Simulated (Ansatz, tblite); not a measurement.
Cost and result up the ladder for BiH2Cl (4 atoms). Total charge 0; singlet. Geometry: PBE0-D4/def2-TZVP.

```xyz
4

Bi    0.009   -0.840   -0.021
H     0.242   -0.001    1.545
H    -1.546    0.025   -0.238
Cl    1.295    0.815   -1.287
```

Ansatz on 4 threads of Arm Neoverse V2 on a shared host; xTB runs through tblite on one thread. Times are rough, summed over both states, and most runs start from the orbitals of an earlier one. CCSD(T)/def2-TZVPP serves as the yardstick here, not as an exact answer. The other state is a doublet.

In the def2 sets Bi takes a core potential; there is no spin–orbit coupling. The xTB rows come from tblite. Correlated methods freeze 9 core orbitals; core or outer-core shells of Bi are correlated, in sets that lack core-valence functions.

Correlated methods converge slowly with the basis.

Raw xTB energies of ions are shifted by several eV.

| level | functions | wall time | vertical IE (eV) | difference from CCSD(T)/def2-TZVPP (eV) |
| --- | --- | --- | --- | --- |
| GFN2-xTB | 15 | 0.002 s | 14.10 | 4.02 |
| GFN1-xTB | 17 | 0.004 s | 14.49 | 4.41 |
| PBE-D4/def2-TZVP | 99 | 1.4 s | 9.73 | -0.35 |
| PBE0-D4/def2-TZVP | 99 | 2.2 s | 9.98 | -0.10 |
| r2SCAN-D4/def2-TZVP | 99 | 3.9 s | 9.89 | -0.19 |
| CCSD(T)/def2-TZVPP | 120 | 30 s | 10.08 | 0.00 |
